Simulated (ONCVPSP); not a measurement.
**Configuration tests for Fe (ONCV)**

```json
{"Element": "Fe (Z = 26)", "Generator": "ONCVPSP 4.0.1", "Type": "optimised norm-conserving Vanderbilt (ONCV)", "Functional": "PBE", "Relativity": "scalar-relativistic", "Frozen core": "[Ne]", "Valence charge": "16", "Reference configuration": "3s2 3p6 3d6 4s1 (charge +1)", "Partial waves": "3s+4s: rc 1.55 bohr, ncon 4, nbas 8, qcut 9.9 1/bohr, 2 projectors; 3p: rc 1.05 bohr, ncon 5, nbas 8, qcut 14.6 1/bohr, 2 projectors, debl 2.1 Ha; 3d: rc 0.95 bohr, ncon 4, nbas 8, qcut 15.4 1/bohr, 2 projectors, debl 1.5 Ha; f scattering state at 0.44 Ha: rc 1.25 bohr, ncon 3, nbas 7, qcut 8.8 1/bohr, 3 projectors, debl 2.7 Ha", "Local potential": "polynomial inside 0.75 bohr (lpopt 5, dvloc0 1 Ha)", "Core correction": "Teter function, fcfact 3, rcfact 1.1"}
```

In the p channel the program set the typed energies aside and used -2.520, 0.250 Ha.

Energies are relative to the spin-unpolarised reference configuration 3s2 3p6 3d6 4s1; without spin polarisation the order of configurations can differ from experiment.

Q: Give the all-electron excitation energy and the error of the potential for: 3s2 3p6 3d6 4s2; 3s2 3p6 3d6 4s0; 3s2 3p6 3d5 4s0; 3s2 3p6 3d5 4s2 4p1.

A:

```tsv
valence configuration	charge	ΔE all-electron (eV)	error AE − PS (meV)
3s2 3p6 3d6 4s2	0	-8.729	+1.1
3s2 3p6 3d6 4s0	+2	16.203	-0.9
3s2 3p6 3d5 4s0	+3	50.426	-1.8
3s2 3p6 3d5 4s2 4p1	0	0.018	+12
```
